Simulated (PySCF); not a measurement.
Ligand exchange on a metal centre used in film growth or etching (Ti Cl-Br). Isolated molecules, 0 K electronic values unless said otherwise.

All values below come from PBE-D3(BJ)/def2-TZVP // BP86-D3(BJ)/def2-SVP (PySCF). All candidates: neutral, multiplicity 1. 

```
Property         Result
-------------  --------
dipole moment    0.00 D
HOMO–LUMO gap   3.00 eV
LUMO           -4.54 eV
```

Problem. Which member has these values?
A. [Ti(Cl)3(Br)]
B. [Ti(Cl)4]
C. [Ti(Br)4]

Solution. C, [Ti(Br)4]. The others give [Ti(Cl)3(Br)]: 0.22 D, 3.30 eV, -4.60 eV; [Ti(Cl)4]: 0.00 D, 3.64 eV, -4.62 eV
